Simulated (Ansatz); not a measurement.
Relaxation of C$_{2}$H$_{5}$NSi (9 atoms, charge 0, multiplicity 1), to a largest force component of 0.015 eV/Å in at most 40 steps.

Theory: Ansatz 0.2.0, RKS PBE-D4/6-31G*.

```xyz
9
Properties=species:S:1:pos:R:3
C -0.363 1.626 -1.200
Si -0.773 0.197 -0.023
C 0.406 -0.845 0.683
N 1.724 -0.980 0.780
H -0.979 1.579 -2.097
H -0.539 2.587 -0.720
H 0.679 1.585 -1.504
H 2.266 -0.494 1.483
H 2.244 -1.612 0.185
```

Where does it end, and by what steps?

The forces met the threshold. After 17 steps the energy has fallen by 1.816 eV; C3 moved furthest, 0.66 Å.

```json
{"step": "0", "energy less start (eV)": "0.0000", "largest force component (eV/Å)": "3.210", "accepted": "yes"}
{"step": "1", "energy less start (eV)": "-1.1469", "largest force component (eV/Å)": "2.330", "accepted": "yes"}
{"step": "2", "energy less start (eV)": "-1.6575", "largest force component (eV/Å)": "0.918", "accepted": "yes"}
{"step": "3", "energy less start (eV)": "-1.5980", "largest force component (eV/Å)": "2.080", "accepted": "no"}
{"step": "4", "energy less start (eV)": "-1.7619", "largest force component (eV/Å)": "0.353", "accepted": "yes"}
{"step": "5", "energy less start (eV)": "-1.7878", "largest force component (eV/Å)": "0.124", "accepted": "yes"}
{"step": "6", "energy less start (eV)": "-1.7945", "largest force component (eV/Å)": "0.336", "accepted": "yes"}
{"step": "7", "energy less start (eV)": "-1.7984", "largest force component (eV/Å)": "0.598", "accepted": "yes"}
{"step": "8", "energy less start (eV)": "-1.8118", "largest force component (eV/Å)": "0.162", "accepted": "yes"}
{"step": "9", "energy less start (eV)": "-1.7708", "largest force component (eV/Å)": "0.289", "accepted": "no"}
{"step": "10", "energy less start (eV)": "-1.8140", "largest force component (eV/Å)": "0.163", "accepted": "yes"}
{"step": "11", "energy less start (eV)": "-1.8156", "largest force component (eV/Å)": "0.057", "accepted": "yes"}
{"step": "12", "energy less start (eV)": "-1.8156", "largest force component (eV/Å)": "0.030", "accepted": "yes"}
{"step": "13", "energy less start (eV)": "-1.8158", "largest force component (eV/Å)": "0.032", "accepted": "yes"}
{"step": "14", "energy less start (eV)": "-1.8159", "largest force component (eV/Å)": "0.038", "accepted": "yes"}
{"step": "15", "energy less start (eV)": "-1.8159", "largest force component (eV/Å)": "0.019", "accepted": "yes"}
{"step": "16", "energy less start (eV)": "-1.8159", "largest force component (eV/Å)": "0.016", "accepted": "yes"}
{"step": "17", "energy less start (eV)": "-1.8159", "largest force component (eV/Å)": "0.003", "accepted": "yes"}
```

```xyz
9
Properties=species:S:1:pos:R:3
C -0.423 1.668 -1.218
Si -0.807 0.246 0.067
C 0.768 -0.388 0.380
N 1.802 -1.059 0.805
H -0.979 1.451 -2.147
H -0.823 2.614 -0.814
H 0.639 1.806 -1.463
H 2.341 -0.787 1.638
H 2.147 -1.908 0.339
```

Run time: 37 s on 1 thread of Intel(R) Xeon(R) Platinum 8375C CPU @ 2.90GHz (Ice Lake) (shared host), peak memory 0.15 GiB.
